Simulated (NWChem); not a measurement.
C3H2N2O; SMILES C1N=CC(=O)N=1

All runs: NWChem. The geometry was optimised at PBE0/def2-SVP. Level: PBE0/def2-SVP with SMD (1 M gas to 1 M solution), gas-phase geometry.

Task: What does the run give for solvent toluene? Quantities: solvation free energy (kcal/mol); cavity-dispersion-structure term (kcal/mol); dipole in solution (D).

Result: 
* **solvation free energy (kcal/mol)**: -7.3
* **cavity-dispersion-structure term (kcal/mol)**: -2.7
* **dipole in solution (D)**: 2.34
